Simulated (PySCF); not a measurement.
Electron correlation in Ga (gallium, neutral)

[Ar] 3d10 4s2 4p1, 2P determinant. All numbers are calculated (PySCF 2.14, scalar relativity through the core potential, in cc-pVDZ-PP with ECP10MDF (4s3p2d, 23 functions)). Frozen: 3s2 3p6 3d10; 3 electrons correlated.

MP2 pair energies summed by pair of shells (mhartree):

| pair | energy | share (%) |
| --- | --- | --- |
| 4s-4s | -17.46 | 61.0 |
| 4s-4p | -11.15 | 39.0 |

Total MP2 correlation energy: -28.61 mhartree.

Same-spin part -2.17 and opposite-spin part -26.44 mhartree; SCS-MP2 scales them by 1/3 and 6/5 to -32.45 mhartree.

```
  level  correlation energy (mhartree)
   CCSD                         -43.04
    (T)                          -0.47
CCSD(T)                         -43.51
```

Diagnostics: T1 = 0.010, D1 = 0.0256, largest double amplitude 0.089.

**Question.** Is a single reference adequate?

**Answer.** Mostly. T1 lies below 0.03, but a double amplitude of this size points to a near-degeneracy that CCSD handles and MP2 describes poorly.
